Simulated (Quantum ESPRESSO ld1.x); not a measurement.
The numbers below are computed, except where a source is named.
Task: These are the eigenvalues of the occupied orbitals of an atom or ion with whole-number occupations (eV). Level of theory: Dirac Kohn-Sham, revPBE, spin-unpolarised, spherical densities, point nucleus (ld1.x of Quantum ESPRESSO 7.5).

1s1/2: -9126.66
2s1/2: -1346.17
2p1/2: -1214.18
2p3/2: -1193.69
3s1/2: -361.569
3p1/2: -319.177
3p3/2: -315.719
3d3/2: -247.379

Which element is it, and in what charge state? The configuration may be excited. Open shells, if any, fill j = l - 1/2 first.

Result: Z = 29, copper, charge +10: Cu10+ in [Ar] 3d1. The list shows which subshells hold electrons but not how many an open one holds; the 1s level, -335.4 hartree, gives Z - s = 25.9 by -(Z - s)^2/2, which with screening and relativity narrows Z to a few neighbours, and the depths of the outer levels then fix element, charge and occupations together.
